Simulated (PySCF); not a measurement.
**LiZn: from constants to spectrum**

PBEsol constants of LiZn, ²Σ⁺ (doublet), unpaired electrons σ ↑ (PySCF, no relativity, basis sets Li aug-pcseg-1, Zn aug-pcseg-1; masses 7.0160 and 63.9291 u):

| Quantity | Value |
| --- | --- |
| ωe | 187.8 cm⁻¹ |
| ωexe | 3.84 cm⁻¹ |
| Be | 0.32736 cm⁻¹ |
| αe | 0.00840 cm⁻¹ |
| De to Li + Zn | 0.275 eV |

(1) What force constant and bond length do these constants imply?

(2) Estimate the centrifugal constant D from the Kratzer relation and find the Dunham coefficient a1.

The bond is weak. Basis-set superposition, not corrected here, can be much of De in a small basis, most of all at correlated wavefunction levels. Functionals without a dispersion term scatter widely for such bonds, and LDA overbinds them. The state was picked by a PBE0 search and need not be the measured ground state.

## Answers

(1) Reduced mass μred = 6.3222 u; k = 5.8918×10⁻⁷·μred·ωe² (u, cm⁻¹, mdyn/Å) = 0.131 mdyn/Å; Re = √(16.8576/(μred·Be)) (u, cm⁻¹, Å) = 2.854 Å.

(2) D = 4Be³/ωe² = 3.98e-06 cm⁻¹; a1 = −1 − αeωe/(6Be²) = -3.45.
